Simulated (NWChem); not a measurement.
System meant: MoN2H3SF; SMILES [NH]=[Mo](=[NH])([F])[SH]

NWChem input:

```
start job
memory heap 200 mb stack 900 mb global 1100 mb
geometry units angstroms noautoz
  Mo     0.049152    -0.265499     0.001889
  N     -0.637185    -0.711361    -1.506171
  H     -1.359238    -1.075397    -2.125296
  N     -1.007738    -0.679380     1.286870
  H     -1.872378    -1.033283     1.693461
  F      1.700432    -1.099054     0.215704
  S      0.051190     2.075889     0.079939
  H      0.415529     2.246873    -1.212306
end
basis spherical
  * library def2-svp
end
dft
  xc xpbe96 cpbe96
  iterations 150
  mulliken
end
task dft energy
```

End of the output:

```
             Northwest Computational Chemistry Package (NWChem) 7.3.0
             --------------------------------------------------------

 C1  symmetry detected

                             Geometry "geometry" -> ""
                             -------------------------

 Output coordinates in angstroms (scale by  1.889725989 to convert to a.u.)

  No.       Tag          Charge          X              Y              Z
 ---- ---------------- ---------- -------------- -------------- --------------
    1 Mo                  42.0000    -0.03110553    -0.29445307     0.00678731
    2 N                    7.0000    -0.93598015    -0.66988914    -1.40188087
    3 H                    1.0000    -1.76273905    -0.95185915    -1.92548487
    4 N                    7.0000    -0.97146081    -0.56931422     1.41379599
    5 H                    1.0000    -1.81785297    -0.81518291     1.92500514
    6 F                    9.0000     1.52593224    -1.31483405     0.04816949
    7 S                   16.0000     0.25161709     2.03098747     0.03103433
    8 H                    1.0000     0.47984739     2.14620159    -1.29806770

 Effective nuclear repulsion energy (a.u.)     581.0243210711

  pbe96 is a nonlocal functional; adding pw91lda local functional.

                                 NWChem DFT Module
                                 -----------------

 Summary of "ao basis" -> "ao basis" (spherical)
 ------------------------------------------------------------------------------
       Tag                 Description            Shells   Functions and Types
 ---------------- ------------------------------  ------  ---------------------
 Mo                         def2-svp                11       31   5s3p2d1f
 N                          def2-svp                 6       14   3s2p1d
 H                          def2-svp                 3        5   2s1p
 F                          def2-svp                 6       14   3s2p1d
 S                          def2-svp                 8       18   4s3p1d

            General Information
            -------------------
          SCF calculation type: DFT
          Wavefunction type:  closed shell.
          No. of atoms     :     8
          No. of electrons :    84
           Alpha electrons :    42
            Beta electrons :    42
          Charge           :     0
          Spin multiplicity:     1
          Use of symmetry is: off; symmetry adaption is: off
          Maximum number of iterations: 150
          AO basis - number of functions:   106
                     number of shells:    46
          Convergence on energy requested:  1.00D-06
          Convergence on density requested:  1.00D-05
          Convergence on gradient requested:  5.00D-04

              XC Information
              --------------
          PerdewBurkeErnzerhof Exchange Functional  1.000
            Perdew 1991 LDA Correlation Functional  1.000 local
           PerdewBurkeErnz. Correlation Functional  1.000 non-local

             Grid Information
             ----------------
          Grid used for XC integration:  medium
          Radial quadrature: Mura-Knowles
          Angular quadrature: Lebedev.
          Tag              B.-S. Rad. Rad. Pts. Rad. Cut. Ang. Pts.
          ---              ---------- --------- --------- ---------
          Mo                  1.45      123          10.0       590
          N                   0.65       49          11.0       434
          H                   0.35       45          12.0       434
          F                   0.50       49          10.0       434
          S                   1.00       88          11.0       590
          Grid pruning is: on
          Number of quadrature shells:   493
          Spatial weights used:  Erf1

      Superposition of Atomic Density Guess
      -------------------------------------

 Sum of atomic energies:       -1390.95286723

      Non-variational initial energy
      ------------------------------

 Total energy =   -1399.168570
 1-e energy   =   -3040.848049
 2-e energy   =    1060.655157
 HOMO         =      -1.604567
 LUMO         =      -1.408452

     ---------------------------------------------
      Total Density - Mulliken Population Analysis
     ---------------------------------------------

    Atom       Charge   Shell Charges
 -----------   ------   -------------------------------------------------------
    1 Mo  42    46.24   2.01  2.05  2.16  0.47 -0.15  6.06  9.07 -0.33 10.48  0.14 14.28
    2 N    7     8.60   1.99  1.11  0.43  3.91  1.00  0.16
    3 H    1     0.29   0.23  0.03  0.04
    4 N    7     8.58   1.99  1.11  0.43  3.92  0.96  0.17
    5 H    1     0.29   0.23  0.03  0.03
    6 F    9     9.41   1.99  1.12  0.76  3.60  1.88  0.05
    7 S   16    10.59   2.00  1.98  0.61  0.25  5.90  0.30 -0.45 -0.01
    8 H    1     0.00   0.03 -0.03 -0.00

   convergence    iter        energy       DeltaE   RMS-Dens  Diis-err
 ---------------- ----- ----------------- --------- --------- ---------
 d= 0,ls=0.0,diis     1  -1434.0655284906 -2.02D+03  4.95D-01  5.79D+01
 d= 0,ls=0.0,diis     2  -1328.1042214333  1.06D+02  3.36D-01  3.37D+02
 d= 0,ls=0.0,diis     3  -1441.0105942192 -1.13D+02  2.43D-01  2.30D+01
 d= 0,ls=0.0,diis     4  -1433.6514804385  7.36D+00  1.78D-01  5.86D+01
 d= 0,ls=0.0,diis     5  -1443.5895068926 -9.94D+00  4.73D-02  2.52D+00
 d= 0,ls=0.0,diis     6  -1443.6735014587 -8.40D-02  6.03D-02  2.06D+00
 d= 0,ls=0.0,diis     7  -1443.5143555209  1.59D-01  4.29D-02  3.02D+00
 d= 0,ls=0.0,diis     8  -1443.8460156402 -3.32D-01  1.09D-02  3.05D-01
  Resetting Diis
 d= 0,ls=0.0,diis     9  -1443.8671957710 -2.12D-02  8.39D-03  1.33D-01
 d= 0,ls=0.0,diis    10  -1443.8740465583 -6.85D-03  3.45D-02  5.77D-02
 d= 0,ls=0.0,diis    11  -1443.7633031452  1.11D-01  3.08D-02  9.71D-01
 d= 0,ls=0.0,diis    12  -1443.8785280609 -1.15D-01  3.74D-03  1.57D-02
 d= 0,ls=0.0,diis    13  -1443.8805544802 -2.03D-03  1.13D-03  1.07D-03
 d= 0,ls=0.0,diis    14  -1443.8806964938 -1.42D-04  7.26D-04  1.73D-04
 d= 0,ls=0.0,diis    15  -1443.8806822225  1.43D-05  4.46D-04  3.10D-04
 d= 0,ls=0.0,diis    16  -1443.8807186272 -3.64D-05  7.74D-05  3.61D-06
 d= 0,ls=0.0,diis    17  -1443.8807192179 -5.91D-07  1.18D-05  2.08D-07
 d= 0,ls=0.0,diis    18  -1443.8807192420 -2.41D-08  1.94D-06  3.14D-09

         Total DFT energy =    -1443.880719241963
      One electron energy =    -3273.654127744683
           Coulomb energy =     1329.808987750866
    Exchange-Corr. energy =      -81.059900319241
 Nuclear repulsion energy =      581.024321071096

 Numeric. integr. density =       84.000009155606

                       DFT Final Molecular Orbital Analysis
                       ------------------------------------

[...]
```

Q: What is wrong, and how is it mended?

A: The run ends normally but its numbers are meaningless: the def2 basis of a heavy element holds valence functions alone and wants its effective core potential (without it all electrons must fit into that basis). This input runs:
```
start job
memory heap 200 mb stack 900 mb global 1100 mb
geometry units angstroms noautoz
  Mo     0.049152    -0.265499     0.001889
  N     -0.637185    -0.711361    -1.506171
  H     -1.359238    -1.075397    -2.125296
  N     -1.007738    -0.679380     1.286870
  H     -1.872378    -1.033283     1.693461
  F      1.700432    -1.099054     0.215704
  S      0.051190     2.075889     0.079939
  H      0.415529     2.246873    -1.212306
end
basis spherical
  Mo library def2-svp
  N library def2-svp
  H library def2-svp
  F library def2-svp
  S library def2-svp
end
ecp
  Mo library def2-ecp
end
dft
  xc xpbe96 cpbe96
  iterations 150
  mulliken
end
task dft energy
```
It converges to -677.02960 Ha (PBE/def2-SVP with def2 effective core potentials on Mo). The faulty run gave -1443.881 Ha, with all electrons squeezed into the valence basis.
